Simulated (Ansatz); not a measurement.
`F[SiH]1CN1` + H₂S → `S[SiH]1CN1` + H–F at 600 K and 1 bar (ligand exchange at the Si–F bond).

Computed with Ansatz on PBE0-D4/def2-TZVP structures; ΔE is electronic, products minus reactants. CCSD(T)/CBS adds triple-zeta CCSD(T) − MP2 to the extrapolated MP2 energy (def2 sets, frozen cores). This one scheme is used for every species. Each species was taken in one conformer, which may not be the lowest.

```csv
species,CCSD(T)/CBS energy (Eh),H − E (kJ/mol),S (J/(mol·K))
`F[SiH]1CN1`,-484.06067,186.6,360.0
H₂S,-398.97279,60.8,230.9
`S[SiH]1CN1`,-782.61161,212.2,393.8
H–F,-100.39570,42.3,194.0
```

H − E and S are ideal-gas, rigid-rotor, harmonic terms from PBE0-D4/def2-TZVP, for one conformer and one mirror image of each species. 1 Eh = 2625.50 kJ/mol, R = 8.31446 J/(mol·K).

**Question.** By hand: ΔE, ΔH, ΔS and ΔG.

**Answer.** ΔE = (-782.61161) + (-100.39570) − (-484.06067) − (-398.97279) = 0.02615 Eh = 68.7 kJ/mol. Δ(H − E) = 212.2 + 42.3 − 186.6 − 60.8 = 7.1, so ΔH = 75.8 kJ/mol. ΔS = 393.8 + 194.0 − 360.0 − 230.9 = -3.1 J/(mol·K). ΔG = 75.8 − 600 × (-3.1)/1000 = 77.7 kJ/mol.

**Question.** By hand: the equilibrium constant, and the temperature at which ΔG would vanish if ΔH and ΔS stayed fixed.

**Answer.** log₁₀ K = −ΔG/(RT ln 10) = -6.8. ΔH and −TΔS have one sign here, so there is no such temperature.

The number of gas molecules stays the same, so ΔS is small and ΔH decides. A doubt of 5 kJ/mol in ΔE shifts log₁₀ K by 0.4 here. Other conformers and mirror images would add mixing entropy, several J/(mol·K) or more a flexible species. These are equilibria of isolated gas molecules and say nothing of rates. Largest T1 diagnostic: 0.012 (customary marks: 0.02 for closed shells, 0.045 for open ones).

ΔS is within the doubt of such terms, so its sign, and with it that verdict, could turn.
